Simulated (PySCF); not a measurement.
# Nonlinear optical response: SMILES C#Cc1cnc(C=S)nc1, C7H4N2S

Geometry (Å), atoms numbered from 1 in this order:
```xyz
14

C     3.9139    0.7068   -0.3260
C     2.7271    0.4839   -0.2100
C     1.3368    0.2261   -0.0714
C     0.6659   -0.7272   -0.8564
N    -0.6281   -0.9625   -0.7242
C    -1.2930   -0.2524    0.1969
C    -2.7322   -0.5562    0.2984
S    -3.7869    0.1349    1.3070
N    -0.7553    0.6748    0.9949
C     0.5349    0.9103    0.8641
H     4.9656    0.9036   -0.4297
H     1.2134   -1.3056   -1.6086
H    -3.0359   -1.3378   -0.4143
H     0.9811    1.6698    1.5161
```

The calculation used PySCF, quadratic response CAM-B3LYP/aug-cc-pVDZ first hyperpolarisability, Taylor convention, gas phase. Geometry: PBE0-D3(BJ)/def2-SVP.

What is the first hyperpolarisability, and how does it disperse?

In au, Taylor convention; the vector part is βᵢ = ⅓ Σⱼ (βᵢⱼⱼ + βⱼᵢⱼ + βⱼⱼᵢ); β∥ is 3/5 of the vector part along the dipole, the dipole points from − to +:
| process | λ (nm) | β vector norm | β∥ | β HRS | depolarisation ratio |
| --- | --- | --- | --- | --- | --- |
| static β(0;0,0) | ∞ | 1498.3 | 888.5 | 615.3 | 5.14 |
| second harmonic β(−2ω;ω,ω) | 1907 | 1754.0 | 1040.2 | 720.8 | 5.12 |
| Pockels β(−ω;ω,0) | 1907 | 1577.2 | 935.3 | – | – |
| Pockels β(−ω;ω,0) | 1064 | 1774.2 | 1052.2 | – | – |

Second harmonics within 0.3 eV of the first excitation or beyond it are left out.

Which lowest excitations, dipole and polarisabilities go with it?

S1 1.84 eV (f = 0.000); S2 3.52 eV (f = 0.000); S3 4.26 eV (f = 0.698); dipole 4.13 D; isotropic α 130.8 au static, 131.8 au at 1907 nm, 134.2 au at 1064 nm, 135.1 au at 953.5 nm.
